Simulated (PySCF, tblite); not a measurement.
C₅H₁₁NOSi₂.
Structure used (GFN2-xTB), in Å, numbered top down from 1:
```
atom  x, y, z in Å
C1     3.451   -1.197   -1.006
N2     3.021   -0.093   -0.615
Si3    2.180    0.468    0.771
Si4    0.178    1.091   -0.151
C5    -0.908   -0.325   -0.673
C6    -1.612   -1.262   -0.959
C7    -2.455   -2.382   -1.319
O8    -0.474    1.876    1.123
C9    -1.746    2.434    1.204
H10    3.397   -2.125   -0.430
H11    3.921   -1.275   -1.983
H12    2.094   -0.473    1.907
H13    3.061    1.563    1.192
H14    0.161    1.973   -1.336
H15   -3.407   -2.320   -0.792
H16   -1.964   -3.319   -1.054
H17   -2.645   -2.375   -2.393
H18   -1.865    3.238    0.473
H19   -2.510    1.676    1.010
H20   -1.882    2.838    2.207
```

Method used: PBE0/pcSseg-1 in PySCF (dipole) on a GFN2-xTB geometry, gas phase.

Take the most abundant isotopes and a rigid rotor. The values belong to one conformer with, in the numbering `[CH2:1]=[N:2][SiH2:3][Si@@H:4]([C:5]#[C:6][CH3:7])[O:8][CH3:9]`, C1–N2–Si3–Si4 -114°, N2–Si3–Si4–C5 72°, Si3–Si4–O8–C9 -176°.

Task: What are A, B and C (GHz)?

Result: Ia = 453.06, Ib = 646.75, Ic = 1032.18 u·Å²; 505379 MHz·u·Å²/I gives 1115, 781.4 and 489.6 MHz, that is A = 1.1155, B = 0.7814, C = 0.4896 GHz.

Task: Classify the top.

Result: An asymmetric top: κ = (2 × 781.4 − 1115 − 489.6)/(1115 − 489.6) = -0.07.

Task: Is it planar, by Δ = Ic − Ia − Ib?

Result: Not planar: Δ = Ic − Ia − Ib = -67.62 u·Å². For a rigid frame Δ = −2 Σ m c², so Σ m c² = 33.81 u·Å² lies off the ab plane: 13.29 from hydrogen and 20.52 from heavier atoms. The atom farthest from that plane is 2.01 Å away.

Task: Give the other two planar moments, Paa and Pbb, and the rms extents of the mass along the axes.

Result: Paa = Σ m a² = (Ib + Ic − Ia)/2 = 612.94 and Pbb = Σ m b² = (Ia + Ic − Ib)/2 = 419.25 u·Å². With the mass M = 157.04 u, the rms extents √(P/M) along a, b and c are 1.98, 1.63, 0.46 Å.

Task: Which lines would a microwave search look for?

Result: The dipole components are |μa| = 1.86 D, |μb| = 2.10 D, |μc| = 0.78 D. Intensities carry the squares of the components, which stand as 0.79 : 1.00 : 0.14 (a : b : c). Some lines, for components of 0.1 D or more:

| type | branch | J(Ka,Kc) | MHz | lower level (cm⁻¹) |
| --- | --- | --- | --- | --- |
| c | Q | 1(1,1) ← 1(0,1) | 334 | 0.042 |
| b | Q | 1(1,0) ← 1(0,1) | 626 | 0.042 |
| a | Q | 2(1,1) ← 2(1,2) | 875 | 0.129 |
| c | Q | 2(2,1) ← 2(1,1) | 1002 | 0.158 |
| b | Q | 2(1,1) ← 2(0,2) | 1043 | 0.123 |
| b | Q | 2(2,0) ← 2(1,1) | 1127 | 0.158 |
| a | R | 1(0,1) ← 0(0,0) | 1271 | 0.000 |
| b | R | 1(1,1) ← 0(0,0) | 1605 | 0.000 |
| b | Q | 2(2,1) ← 2(1,2) | 1878 | 0.129 |
| c | R | 1(1,0) ← 0(0,0) | 1897 | 0.000 |
| b | R | 2(0,2) ← 1(1,1) | 2083 | 0.054 |
| a | R | 2(1,2) ← 1(1,1) | 2250 | 0.054 |
| a | R | 2(0,2) ← 1(0,1) | 2417 | 0.042 |
| b | R | 2(1,2) ← 1(0,1) | 2584 | 0.042 |
| a | R | 2(1,1) ← 1(1,0) | 2834 | 0.063 |
| c | R | 2(1,1) ← 1(0,1) | 3460 | 0.042 |
| b | R | 2(2,1) ← 1(1,0) | 3836 | 0.063 |
| c | R | 2(2,0) ← 1(1,0) | 3961 | 0.063 |
| c | R | 2(2,1) ← 1(1,1) | 4128 | 0.054 |
| b | R | 2(2,0) ← 1(1,1) | 4253 | 0.054 |

Task: Estimate the classical rotational partition function at 25 K, 50 K and 500 K.

Result: Point group C1, symmetry number σ = 1; q = (√π/σ)·√((kT/h)³/(ABC)), k/h = 20836.6 MHz/K: 32300 at 25 K, 91200 at 50 K, 2890000 at 500 K.

Its GFN2-xTB frequencies are all real (lowest 22 cm⁻¹). Constants of a rigid frame at the computed geometry: no zero-point averaging, no centrifugal distortion. A rigid rotor knows nothing of internal rotation, which can split or shift real lines. Quadrupole hyperfine structure (14N) is left out.
